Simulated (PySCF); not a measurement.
# One molecule, several mistakes: CH4NOSi anion

These are calculations, not measurements. They come from PySCF 2.14.0, an open-source quantum chemistry program, on an isolated molecule that a program drew, which may never have been made. The molecule is CH4NOSi anion (charge -1, singlet), drawn as the SMILES string `N[SiH]=C[O-]`.

Each row is a Hartree-Fock (HF) and frozen-core CCSD(T) single point in the aug-cc-pV(D+d)Z basis, meant for a local HF minimum. Run 1 is clean. Each other run has one planted mistake out of seven kinds, and not every kind appears here: one electron removed, one electron added, multiplicity raised by two, geometry at a saddle point, minimal basis STO-3G, one bond length entered in bohr, all coordinates scaled. The reference is restricted for singlets and unrestricted otherwise, and also for a bond in bohr. Adding or removing an electron swaps singlet and doublet. Electrons count all cores. HOMO and LUMO are orbital energies over both spins, the gradient is its largest component, and the lowest frequency (negative if imaginary) is given only where the gradient is small. Bond lengths are over the 7 bonds as drawn. T1 is the CCSD diagnostic: over 0.02 (restricted) or 0.045 (unrestricted) a single reference is doubtful.

Geometry of the clean run:
```xyz
8
CH4NOSi anion, angstrom
N     1.4231    0.5720    0.1298
Si    1.1920    1.2751    1.7781
C    -0.5301    0.5689    2.3574
O    -1.4689    0.1608    1.7108
H     0.9312   -0.2841   -0.0564
H     1.2024    1.2129   -0.6074
H     1.9426    0.2572    2.6445
H    -0.6784    0.6093    3.4741
```

| run | electrons | basis functions | <S^2> | HOMO (eV) | LUMO (eV) | gradient (hartree/bohr) | lowest frequency (cm^-1) | mean bond (Å) | longest bond (Å) | T1 | HF (hartree) | CCSD(T) (hartree) | mistake |
|---|---|---|---|---|---|---|---|---|---|---|---|---|---|
| 1 | 40 | 137 | 0.000 | -2.36 | 3.97 | 1.3e-05 | 135 | 1.3762 | 1.949 | 0.0193 | -458.45921 | -459.14677 | no fault |
| 2 | 40 | 137 | 0.847 | -2.75 | 3.89 | 1.5e-02 | - | 1.5039 | 1.949 | 0.0589 | -458.33754 | -459.02268 | one bond length entered in bohr |
| 3 | 40 | 137 | 0.000 | -0.49 | 3.58 | 3.1e-05 | -620 | 1.3411 | 1.792 | 0.0202 | -458.39806 | -459.09933 | geometry at a saddle point |
| 4 | 40 | 137 | 0.000 | -2.18 | 3.99 | 5.3e-02 | - | 1.3377 | 1.895 | 0.0187 | -458.45235 | -459.13253 | all coordinates scaled |
| 5 | 40 | 28 | 0.000 | 2.28 | 15.08 | 5.0e-02 | - | 1.3762 | 1.949 | 0.0118 | -452.70844 | -452.93568 | ? |
| 6 | 39 | 137 | 0.786 | -10.06 | -0.36 | 7.3e-02 | - | 1.3762 | 1.949 | 0.0252 | -458.41539 | -459.06889 | ? |

**Which mistake was planted in run 5, and what did it cost?**

It has 28 basis functions where the clean run has 137, with the same electrons and geometry. So the mistake is: minimal basis STO-3G. Subtracting run 1 and multiplying by 627.51 kcal/mol a hartree, the energy moved by 3608.7 kcal/mol in HF and 3897.5 kcal/mol in CCSD(T).

**Which mistake was planted in run 6, and what did it cost?**

It counts 39 electrons, one fewer than the clean run, at the same geometry and basis. So the mistake is: one electron removed. Subtracting run 1 and multiplying by 627.51 kcal/mol a hartree, the energy moved by 27.5 kcal/mol in HF and 48.9 kcal/mol in CCSD(T).

Cautions from the logs. Run 2: T1 is over the limit, so its CCSD(T) energy is less reliable; run 3: T1 is over the limit, so its CCSD(T) energy is less reliable; run 5: the HOMO is above zero, so the electron isn't bound and the energy depends on the basis.
